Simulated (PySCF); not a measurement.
# Electronic structure of Nd (neodymium, neutral) at the B3LYP level

Configuration: [Xe] 4f5 6s1, 6s spin antiparallel (an excited configuration). Calculation: PySCF 2.14, in x2c-TZVPPall; scalar relativity by spin-free X2C-1e.

| Item | Value |
| --- | --- |
| Total energy | -9623.21 hartree |
| One-electron energy | -13155.22 hartree |
| Hartree (Coulomb) energy | 3757.90 hartree |
| Exchange-correlation energy | -225.88 hartree |
| ⟨S²⟩ | 7.0040 |
| ⟨L²⟩ | 24.019 |
| Sum of ⟨r⟩ | 42.47 bohr |
| Sum of ⟨r²⟩ | 78.82 bohr² |
| Traceless quadrupole moment −½Σ⟨3z² − r²⟩ along its main axis | -0.0608 e·bohr² |
| Langevin diamagnetic susceptibility | -62.4 ×10⁻⁶ cm³/mol |
| Time after the integrals | roughly 6 core-seconds |

| shell | electrons | mean orbital energy (hartree) | spread (hartree) | rms radius, mean of both spins (bohr) |
| --- | --- | --- | --- | --- |
| 1s α | 1 | -1594.50001 | 0 | 0.0269 |
| 1s β | 1 | -1594.49992 | 0 | 0.0269 |
| 2s α | 1 | -258.51252 | 0 | 0.109 |
| 2s β | 1 | -258.51191 | 0 | 0.109 |
| 2p α | 3 | -231.36450 | 0.00524 | 0.0977 |
| 2p β | 3 | -231.36390 | 0.00541 | 0.0977 |
| 3s α | 1 | -56.19432 | 0 | 0.284 |
| 3s β | 1 | -56.14771 | 0 | 0.284 |
| 3p α | 3 | -47.56415 | 0.02395 | 0.284 |
| 3p β | 3 | -47.51590 | 0.03234 | 0.284 |
| 3d α | 5 | -35.42288 | 0.01904 | 0.262 |
| 3d β | 5 | -35.38026 | 0.03075 | 0.262 |
| 4s α | 1 | -11.12932 | 0 | 0.646 |
| 4s β | 1 | -10.99468 | 0 | 0.646 |
| 4p α | 3 | -8.28248 | 0.03268 | 0.687 |
| 4p β | 3 | -8.14137 | 0.05781 | 0.687 |
| 4d α | 5 | -4.18329 | 0.02723 | 0.767 |
| 4d β | 5 | -4.02524 | 0.06490 | 0.767 |
| 5s α | 1 | -1.39648 | 0 | 1.60 |
| 5s β | 1 | -1.31657 | 0 | 1.60 |
| 5p α | 3 | -0.71377 | 0.01382 | 1.93 |
| 5p β | 3 | -0.65109 | 0.02744 | 1.93 |
| 6s β | 1 | -0.10351 | 0 | 5.52 |
| 4f α | 5 | 0.08362 | 0.04385 | 1.40 |

⟨L²⟩ = 24.02 against 30 for a pure H term, so this real determinant mixes terms. Spin-orbit coupling, absent here, splits the open shell strongly. With the s spin flipped the determinant is a mixture of two multiplicities, not a spectroscopic state. At B3LYP the highest occupied level has a positive energy, so only the finite basis holds that electron; for this excited configuration the basis is too tight for the outer shell.

Densities and radii are taken from the X2C orbitals without a picture-change correction, which distorts them close to the nucleus.
